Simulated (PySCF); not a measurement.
# MS cations for M along group 13

CCSD(T) with double-zeta basis sets in PySCF, for the lowest determinant that a PBE0 search found; no spin–orbit coupling. De refers to high-spin ground-configuration atoms (the charge goes to the atom of lower measured ionisation energy or higher electron affinity, which is not always the lowest computed limit).

```tsv
M	basis	reference, frozen orbitals	charged atom	state (unpaired electrons)	Re (Å)	ωe (cm⁻¹)	De (eV)
Ga	cc-pVDZ-PP/cc-pV(D+d)Z	UHF, 9	Ga+	triplet (π ↑↑)	2.975	140	0.57
In	def2-SVPD	UHF, 9	In+	triplet (π ↑↑)	3.222	113	0.45
Tl	cc-pVDZ-PP/cc-pV(D+d)Z	UHF, 9	Tl+	triplet (π ↑↑)	3.301	104	n/a
```

The shortest bond is that of GaS⁺ (2.975 Å), the longest that of TlS⁺ (3.301 Å).

The rows differ in basis set, which adds steps of its own.

Down a group the atoms grow and get heavier, so bonds lengthen and wavenumbers fall; this series shows no clear exception.

Correlated steps freeze 9 core orbitals. Weak bonds: InS⁺. Basis-set superposition, not corrected here, can be much of De in a small basis, most of all at correlated wavefunction levels. These are scalar-relativistic numbers at best; spin–orbit coupling would shift them, the dissociation energy most. For an ion De counts to the pair picked by the measured ionisation energies or electron affinities, which need not be the lowest pair at this level. States were picked by a PBE0 search and need not be the measured ground states.
